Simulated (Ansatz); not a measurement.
Basis sets compared for the cluster W3Se5 (the lowest singlet isomer of a short search). The state is a singlet with charge 0. Geometry PBE-D4/def2-SVP. Ansatz on 4 threads of Arm Neoverse V1 on a shared host; times are rough, and most runs start from earlier orbitals.

```xyz
8

W    -0.192   -0.013    1.562
W    -0.930   -0.354   -0.618
W     1.252    0.414   -0.860
Se   -0.250    1.848   -2.050
Se   -0.907   -2.281    1.291
Se    1.013   -1.712   -1.934
Se    2.181    0.818    1.444
Se   -2.167    1.279    1.164
```

In the def2 sets W takes a core potential; there is no spin–orbit coupling. The restricted singlet is unstable towards broken spin symmetry in Hartree–Fock (as tested in another run); at PBE-D4/def2-SVP, PBE-D4/def2-TZVP, PBE0-D4/def2-SVP, PBE0-D4/def2-TZVP this wasn't settled. The structure comes from a short search, and lower isomers may exist.

```tsv
level	functions	energy (Eh)	HOMO (eV)	LUMO (eV)	wall time
PBE-D4/def2-SVP	256	-12206.3360	-5.72	-4.13	15 s
PBE0-D4/def2-SVP	256	-12206.4995	-6.60	-3.57	29 s
```

Estimate the rows for PBE-D4/def2-TZVP (with forces), PBE0-D4/def2-TZVP.


| level | functions | energy (Eh) | HOMO (eV) | LUMO (eV) | wall time |
| --- | --- | --- | --- | --- | --- |
| PBE-D4/def2-TZVP (with forces) | 360 | -12207.8553 | -5.67 | -4.07 | 24 s |
| PBE0-D4/def2-TZVP | 360 | -12208.0276 | -6.50 | -3.45 | 78 s |
